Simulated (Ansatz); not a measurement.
Program: Ansatz 0.2.0.

A structure relaxed at PBE0-D4/def2-TZVP, charge 0, multiplicity 1:

```csv
atom,x (Å),y (Å),z (Å)
N1,-1.3804,-0.9072,-0.0192
Sc2,0.2795,0.1836,0.0036
O3,0.1457,1.9163,-0.6996
O4,1.8029,-0.6355,0.7263
H5,-2.2827,-0.6157,-0.3725
H6,-1.4774,-1.8554,0.3205
H7,0.2545,2.8081,-1.0138
H8,2.6580,-0.8942,1.0547
```

**Question.** Give its formula and SMILES.

**Answer.** H4NO2Sc, `[NH2][Sc]([OH])[OH]`.

**Question.** Point group (tolerance 0.08 Å, 0.16 Å for H)?

**Answer.** C2v.

**Question.** Summarise the bond lengths by kind.

**Answer.** 1 × N–Sc 1.986 Å; 2 × H–N 1.012 Å; 2 × O–Sc 1.875 Å; 2 × H–O 0.952 Å.
